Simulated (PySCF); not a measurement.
# How methods differ on the ionisation energy of Co

Co [Ar] 3d7 4s2 [3d3/2^4 3d5/2^3, M_J = 9/2] → Co⁺ [Ar] 3d8 [3d3/2^4 3d5/2^4, M_J = 4], as a difference of total energies. Calculation: PySCF 2.14, in x2c-TZVPall-2c with one added diffuse shell each of s, p, d type (7s8p5d1f, 63 functions); the two-component X2C-1e Hamiltonian. Correlated levels: [Ne] frozen; the 6 highest virtual spinors dropped. "Screened" scales the spin-orbit matrix elements by Boettger's factors to mimic the two-electron term; Breit and QED terms are absent.

```
                    method  ionisation energy (eV)  error (eV)
           GHF (spin-free)                   8.269      +0.388
          GMP2 (spin-free)                   7.114      -0.767
 GHF (screened spin-orbit)                   8.280      +0.399
GMP2 (screened spin-orbit)                   7.125      -0.756
```

Reference: 7.881 eV (measured; NIST Atomic Spectra Database, ionization energies).

Errors of the correlated levels include the incompleteness of this basis and the frozen core.

The labels give the starting determinants; with spin-orbit coupling the two ends relaxed to ⟨J²⟩ = 24.76, ⟨L²⟩ = 12.02, ⟨S²⟩ = 3.76 and ⟨J²⟩ = 20.01, ⟨L²⟩ = 12.01, ⟨S²⟩ = 2.01.

MP2 underrates the near-degeneracy of ns² with np² in the lower species.
